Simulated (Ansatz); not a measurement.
Program: Ansatz. Geometries: PBE0-D4/def2-TZVP. ΔE: electronic, gas phase. CBS: MP2 limit from def2 TZ/QZ plus the TZ coupled-cluster correction, frozen cores. This one scheme is used for every species. DFT in def2-TZVPP. B3LYP here is the variant with VWN-RPA as its local correlation; programs differ in this. def2 core potentials past Kr. For Sn outer-core shells are correlated without core-valence functions, which leaves a few kJ/mol of doubt a bond. One conformer a species, not always the lowest.

Consider the ligand exchange at the Sn–N bond: `C[N](C)[Sn][NH2]` + CH₃SH → `C[S][Sn][NH2]` + `CNC`.

```tsv
level	ΔE (kJ/mol)
B97M-V	-61.3
B3LYP-D4	-60.4
B2PLYP	-58.2
r2SCAN0	-65.5
```

Problem. What does CCSD(T)/CBS give? (An estimate is asked.)

Solution. Computed: -56.1 kJ/mol. The listed levels differ from it by -5.2, -4.3, -2.1, -9.4 kJ/mol.

Largest T1 diagnostic among the species: 0.016.

From r2SCAN to r2SCAN0 (25 % exact exchange), in def2-TZVPP and without D4, ΔE moves by −3.4 kJ/mol. In def2-TZVPP, CCSD(T) changes the Hartree–Fock value by +16.9 kJ/mol (the triples alone add +1.7 kJ/mol) and MP2 by +17.6 kJ/mol. Leaving LDA and LC-ωPBE aside and taking each functional with its dispersion term where it has one, the values, not all of them listed here, spread over 8.7 kJ/mol, from HSE06-D4 to CAM-B3LYP-D4. LDA lies +7.1 kJ/mol from PBE without D4.

CCSD(T)/CBS has its own doubt, a few kJ/mol and more with outer-core shells, so smaller differences from it don't rank the levels.
